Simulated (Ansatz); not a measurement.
Relaxation of the cluster TiSe2 with RKS r2SCAN-D4/def2-TZVP.

```sh
$ ansatz run in.yaml --threads 4 --pin off --events-out ev --progress --plain --max-ram 3916MiB
```

```yaml
crystal:
  periodic: [false, false, false]
  atoms:
    - {symbol: Ti, position_ang: [1.140120, -0.857510, 0.372370]}
    - {symbol: Se, position_ang: [-1.356940, -0.434390, 0.282650]}
    - {symbol: Se, position_ang: [0.216820, 1.291910, -0.655020]}
basis:
  gaussian: {orbitals: def2-TZVP}
hamiltonian: {xc: r2scan, dispersion: d4}
scf: {lower_state_search: "off"}
output: {orbitals: {seedname: orbitals}}
relax: {f_tol: 0.02, max_steps: 100}
```

Run time 7 s (4 threads of INTEL XEON PLATINUM 8581C on a shared host).

Positions (Å) and forces (eV/Å) at steps 1, 2, 3, 4 of 4:

```xyz
3
step=1 energy=-153812.1614 eV
Ti    1.140   -0.858    0.372   -1.983    1.510   -0.657
Se   -1.357   -0.434    0.283    2.192    0.582   -0.397
Se    0.217    1.292   -0.655   -0.209   -2.092    1.054
3
step=2 energy=-153812.3462 eV
Ti    0.999   -0.739    0.320    2.459   -1.908    0.832
Se   -1.224   -0.411    0.265   -2.195   -0.180    0.196
Se    0.225    1.150   -0.585   -0.264    2.087   -1.028
3
step=3 energy=-153812.5751 eV
Ti    1.054   -0.783    0.339    0.192   -0.169    0.075
Se   -1.268   -0.410    0.266   -0.143    0.005    0.005
Se    0.213    1.193   -0.606   -0.048    0.164   -0.080
3
step=4 energy=-153812.5771 eV
Ti    1.060   -0.789    0.342    0.005   -0.014    0.007
Se   -1.271   -0.409    0.266   -0.001   -0.001    0.001
Se    0.211    1.198   -0.608   -0.005    0.015   -0.007
```

The relaxation made no stability test and no search for a lower SCF solution. No other spin state of charge 0 was run. The structure comes from a short search, and lower isomers may exist.
